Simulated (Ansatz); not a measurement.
Si₁₇OH₂₂⁻, a nanocrystal with a defect cut from the lattice of silicon (double-bonded O in place of two caps). The state is a doublet with charge -1. Geometry r2SCAN-D4/def2-SVP, that of the neutral singlet; atoms count from 1.

Cartesian coordinates in Å:
```
Si 1.7974 -3.8792 0.9682
Si 3.0718 -0.0365 -0.7231
Si -3.3893 1.0050 -2.1857
Si 0.3527 2.1499 -2.1191
Si -0.6335 -1.2949 -0.7167
Si 1.0358 -0.4272 2.6165
Si -1.6827 1.8881 1.1494
Si 1.9923 3.0066 1.2619
Si -0.0674 -3.5599 -0.4297
Si -2.6512 -1.2190 -1.9222
Si 1.0233 -0.0999 -1.8770
Si 1.5981 -2.6806 2.9819
Si 2.6974 0.7679 1.4560
Si -1.6874 2.2032 -3.3004
Si -3.7014 1.9610 -0.0536
Si -0.0040 3.0849 0.0161
Si -0.9761 -0.3377 1.4019
O -1.8938 2.9356 -4.6509
H 1.9277 -5.3397 1.2792
H 3.0380 -3.4501 0.2519
H 3.9702 0.9315 -1.4326
H 3.7419 -1.3736 -0.7111
H -4.6495 1.0682 -2.9931
H 1.3989 2.9247 -2.8606
H 0.8343 0.2497 3.9421
H -1.8775 2.5092 2.5022
H 3.0462 3.8154 0.5689
H 1.7563 3.5919 2.6210
H 0.1755 -4.1940 -1.7653
H -1.2513 -4.2326 0.1973
H -2.4589 -1.8452 -3.2694
H -3.6915 -2.0032 -1.1809
H 1.1999 -0.7027 -3.2397
H 2.8765 -2.7807 3.7569
H 0.5054 -3.3024 3.7979
H 3.9785 0.7129 2.2364
H -4.1558 3.3800 -0.2068
H -4.7620 1.1982 0.6807
H -0.4499 4.5072 -0.1593
H -2.0347 -1.1322 2.1110
```

Single mean-field runs in def2-TZVP are fitted with def2-universal-jkfit.

**Question.** Estimate the Mulliken populations of the heavy atoms from the PBE0/def2-TZVP orbitals of Ansatz.

**Answer.** 
```tsv
atom	charge (e)	spin (α − β)
Si1	-0.01	0.00
Si2	-0.04	0.04
Si3	-0.03	0.00
Si4	-0.05	0.01
Si5	0.06	-0.02
Si6	0.00	0.00
Si7	0.02	-0.02
Si8	-0.03	0.04
Si9	-0.02	0.00
Si10	-0.05	0.06
Si11	-0.02	0.07
Si12	-0.01	0.00
Si13	0.01	0.01
Si14	0.28	0.50
Si15	-0.03	0.05
Si16	-0.02	0.06
Si17	0.00	0.01
O18	-0.60	0.16
```
Mulliken values depend strongly on the basis.

**Question.** Where does the spin sit?

**Answer.** Summed by element: Si 0.82, O 0.16, H 0.02, of 1 unpaired in all. Largest on single atoms: Si14 0.50, O18 0.16, Si11 0.07.

**Question.** And the Mayer bond orders between heavy atoms (over 0.3)?

**Answer.** Si1–Si9 0.95 (2.35 Å); Si1–Si12 0.96 (2.35 Å); Si2–Si11 0.91 (2.35 Å); Si2–Si13 0.95 (2.35 Å); Si3–Si10 0.95 (2.36 Å); Si3–Si14 0.90 (2.36 Å); Si3–Si15 0.95 (2.36 Å); Si4–Si11 0.93 (2.36 Å); Si4–Si14 0.91 (2.36 Å); Si4–Si16 0.93 (2.36 Å); Si5–Si9 0.93 (2.35 Å); Si5–Si10 0.93 (2.35 Å); Si5–Si11 0.93 (2.35 Å); Si5–Si17 0.92 (2.35 Å); Si6–Si12 0.95 (2.35 Å); Si6–Si13 0.94 (2.35 Å); Si6–Si17 0.93 (2.35 Å); Si7–Si15 0.95 (2.35 Å); Si7–Si16 0.94 (2.35 Å); Si7–Si17 0.93 (2.35 Å); Si8–Si13 0.95 (2.36 Å); Si8–Si16 0.91 (2.35 Å); Si14–O18 1.94 (1.55 Å).
